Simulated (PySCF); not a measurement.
**Hf+: excitation energy**

Hf+ [Xe] 4f14 5d1 6s2 (2D) → Hf+ [Xe] 4f14 5d1 6s1 6p1 (high-spin determinant), as a difference of total energies. Calculation: PySCF 2.14, in x2c-TZVPPall (11s7p7d3f1g, 97 functions); the spin-free X2C one-electron Hamiltonian (Gaussian nucleus). The calculations carry no spin-orbit coupling.

| method | excitation energy (eV) |
| --- | --- |
| LDA | 4.131 |
| wB97M-V | 4.098 |

The basis was made for the ground configuration and has no added diffuse functions, so the excitation energy can come out too high.

The determinant of the upper state mixes LS terms, which raises its energy above the lowest term, most at the Hartree-Fock and MP2 levels.
